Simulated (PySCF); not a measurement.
A structure optimised at PBE0-D3(BJ)/def2-SVP, used in a PySCF frequency run:

```
C
H 1 1.1010
H 1 1.1010 2 109.61
C 1 1.5072 2 115.25 3 -131.98
C 4 1.3388 1 93.17 2 -115.37
F 5 1.3127 4 134.49 1 180.00
C 5 1.4960 6 130.13 4 180.00
H 7 1.1016 5 115.70 6 -64.91
H 7 1.1016 8 109.39 5 -132.81
Cl 4 1.7031 5 135.25 6 0.00
```
Charge 0, spin multiplicity 1.

**Question.** Write its SMILES, formula and point group.

**Answer.** FC1=C(Cl)CC1, C4H4ClF, Cs

**Question.** What are its rotational constants (standard atomic weights)?

**Answer.** 4.5468, 2.2734, 1.5458 GHz
